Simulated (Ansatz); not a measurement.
`CCSC(C)(C)C` + `[OH][Ge][F]` → `CC(C)(C)[O][Ge][F]` + `CCS`  (substitution at a C–S bond)

Gas-phase electronic energies from Ansatz, PBE0-D4/def2-TZVP geometries. CCSD(T)/CBS adds triple-zeta CCSD(T) − MP2 to the extrapolated MP2 energy (def2 sets, frozen cores). DFT in def2-TZVPP. B3LYP here is the variant with VWN-RPA as its local correlation; programs differ in this. HSE06 is defined as in plane-wave codes. For Ge outer-core shells are correlated without core-valence functions, which leaves a few kJ/mol of doubt a bond. Scalar relativity is left out up to krypton. One conformer a species, not always the lowest.

(1) Is it downhill or uphill in electronic energy at CCSD(T)/CBS, and by how much? (Best estimate.)

(2) What do these levels give: LDA (SPW92), BLYP-D4, ωB97X-V, ωB97M-V, r2SCAN, B3LYP, r2SCANh, r2SCAN0, HSE06, CCSD/def2-TZVPP, MP2/def2-QZVPP, MP2/CBS(def2)? (Estimate.)

Largest T1 diagnostic among the species: 0.015.

Results:

(1) Ansatz gave: Uphill: ΔE = +6.2 kcal/mol.

(2) The calculation gave: LDA (SPW92) 5.2, BLYP-D4 3.8, ωB97X-V 4.6, ωB97M-V 5.4, r2SCAN 4.6, B3LYP 3.0, r2SCANh 4.8, r2SCAN0 5.1, HSE06 5.5, CCSD/def2-TZVPP 4.8, MP2/def2-QZVPP 8.6, MP2/CBS(def2) 9.0 kcal/mol.

The D4 term adds +0.8 kcal/mol with B3LYP and +0.5 kcal/mol with PBE0; it sums over pairs of atoms, weighted by their polarisabilities, and B3LYP, whose exchange is more repulsive, gets the larger term. At CCSD(T), def2-SVP lies −6.1 kcal/mol from the extrapolated value and def2-TZVPP −0.9 kcal/mol.
